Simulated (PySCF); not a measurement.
# Distorted geometries of [La(SH)4]−

[La(SH)4]− (singlet). PySCF 2.14.0, RKS PBE0, La lcecp-1-SVP with ECP46, S def2-SVP, H def2-SVP; non-relativistic Hamiltonian with scalar-relativistic core potentials where named; density fitting; no spin-orbit coupling. Relaxed geometry:

```xyz
9

La    0.0000    0.0000    0.0000
S     1.7519    1.5057    1.5705
H     2.7886    1.0645    0.8180
S    -1.7519   -1.5057    1.5705
H    -2.7886   -1.0645    0.8180
S     1.5058   -1.7518   -1.5706
H     1.0649   -2.7886   -0.8180
S    -1.5058    1.7518   -1.5706
H    -1.0649    2.7886   -0.8180
```

**Question.** Order these distorted geometries by energy above the relaxed one, lowest first.
A.
```xyz
9

La   -0.0112    0.0129   -0.0043
S     1.7688    1.4747    1.5877
H     2.7936    1.0459    0.7905
S    -1.7029   -1.5064    1.5926
H    -2.7684   -1.0614    0.8048
S     1.5048   -1.7582   -1.5916
H     1.0543   -2.8381   -0.8045
S    -1.5568    1.7870   -1.5840
H    -1.0822    2.8436   -0.7913
```
B.
```xyz
9

La   -0.1879    0.1093   -0.2127
S     1.8277    1.4578    1.6707
H     2.8392    1.0823    0.8371
S    -1.8733   -1.5379    1.6226
H    -2.6468   -0.9535    0.7456
S     1.4536   -1.8778   -1.5460
H     1.0455   -2.6590   -0.8388
S    -1.5173    1.6781   -1.5208
H    -0.9407    2.7006   -0.7577
```
C.
```xyz
9

La   -0.0058    0.1228   -0.1419
S     1.5146    1.2489    1.6432
H     2.7343    1.0240    1.0259
S    -1.6552   -1.5362    1.4856
H    -2.8791   -1.1487    0.7795
S     1.4623   -1.7855   -1.4912
H     0.9754   -2.9600   -0.8308
S    -1.3713    1.8794   -1.5131
H    -0.7751    3.1552   -0.9572
```

**Answer.** A (0.10 eV), C (0.94 eV), B (2.23 eV).

**Question.** Which forces (eV/Å) act in the one that lies 2.23 eV up?

**Answer.** 
```
La   3.51 -3.73  3.99
S   -0.65 -0.39 -0.97
H   -0.18  0.04  0.15
S    1.46  0.11  0.10
H   -1.22  0.53 -0.88
S    3.40  7.93 -6.65
H   -3.84 -7.43  6.76
S   -2.10  3.67 -1.98
H   -0.38 -0.74 -0.51
```
Forces carry noise of the integration grid, about 0.01 to 0.03 eV/Å.
